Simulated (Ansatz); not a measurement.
Consider the ligand exchange at a Ga–C bond: `[CH3][GaH][C](=N)F` + `C=N` → `C=[N][GaH][CH3]` + `N=CF`.

Isolated molecules relaxed with PBE0-D4/def2-TZVP in Ansatz; ΔE leaves out vibrations. CCSD(T)/CBS is the MP2 limit (def2-TZVPP, def2-QZVPP) plus CCSD(T) − MP2 in def2-TZVPP, frozen cores. This one scheme is used for every species. Functionals use def2-TZVPP. B3LYP here is the variant with VWN-RPA as its local correlation; programs differ in this. For Ga outer-core shells are correlated without core-valence functions, which leaves a few kJ/mol of doubt a bond. Scalar relativity is left out up to krypton. One conformer a species, not always the lowest.

```json
{"level": "PBE0", "ΔE (kJ/mol)": "-29.1"}
{"level": "B3LYP", "ΔE (kJ/mol)": "-31.3"}
{"level": "MP2/def2-TZVPP", "ΔE (kJ/mol)": "-31.5"}
{"level": "CCSD(T)/def2-TZVPP", "ΔE (kJ/mol)": "-27.0"}
```

(1) What does CCSD(T)/CBS give? (Estimate.)

Largest T1 diagnostic among the species: 0.015.

## Answers

(1) Ansatz gave: -27.8 kJ/mol. The listed levels differ from it by -1.3, -3.5, -3.7, 0.8 kJ/mol.
